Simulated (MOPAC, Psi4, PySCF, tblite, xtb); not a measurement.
Dimer BCl3 ··· H4OSi (SMILES ClB(Cl)Cl and O[SiH3]) at R = 6.10 Å between the centres of mass, closest contact 3.07 Å (a random orientation, not optimised). Geometry in Å and degrees:

```
Si
O 1 1.6525
H 2 0.9599 1 118.65
H 1 1.4758 2 105.84 3 179.93
H 1 1.4841 4 109.87 2 -120.65
H 1 1.4842 4 109.87 5 -118.69
Cl 5 3.0726 1 131.16 4 -74.26
B 7 1.7453 5 151.18 1 7.48
Cl 8 1.7453 7 119.98 5 122.04
Cl 8 1.7453 9 120.00 7 -179.86
```

Computed with: GFN2-xTB (tblite); SAPT0/jun-cc-pVDZ, frozen core (Psi4); PBE/def2-TZVP, counterpoise-corrected (Psi4); PBE-D3(BJ)/def2-TZVP, counterpoise-corrected (Psi4); HF/aug-cc-pVDZ, counterpoise-corrected (Psi4); MP2/aug-cc-pVDZ = DF-MP2/aug-cc-pVDZ, frozen core, counterpoise-corrected run with Psi4; SCS-MP2/aug-cc-pVDZ = DF-SCS-MP2/aug-cc-pVDZ, frozen core, counterpoise-corrected in Psi4; PM7, restricted, heats of formation (MOPAC); PM6, restricted, heats of formation (MOPAC); GFN1-xTB (xtb); RKS-B3LYP/6-31G* = restricted B3LYP/6-31G*, spherical d, no counterpoise correction (PySCF 2.14.0); RMP2/3-21G = restricted MP2 (frozen core)/3-21G, no counterpoise correction run with PySCF 2.14.0; RHF/STO-3G = restricted Hartree-Fock/STO-3G, no counterpoise correction in PySCF; RKS-B3LYP/6-311+G** = restricted B3LYP/6-311+G**, spherical d, no counterpoise correction (PySCF).

What interaction energy does each level give?


| method | E_int / kJ/mol |
|---|---|
| PM7 | -4.19 |
| PBE-D3(BJ)/def2-TZVP | -3.16 |
| GFN2-xTB | -2.39 |
| RMP2/3-21G | -1.86 |
| MP2/aug-cc-pVDZ | -1.75 |
| GFN1-xTB | -1.71 |
| SCS-MP2/aug-cc-pVDZ | -0.78 |
| SAPT0/jun-cc-pVDZ | -0.60 |
| PBE/def2-TZVP | -0.43 |
| PM6 | 0.10 |
| RKS-B3LYP/6-31G* | 0.21 |
| RKS-B3LYP/6-311+G** | 0.70 |
| RHF/STO-3G | 1.41 |
| HF/aug-cc-pVDZ | 2.44 |
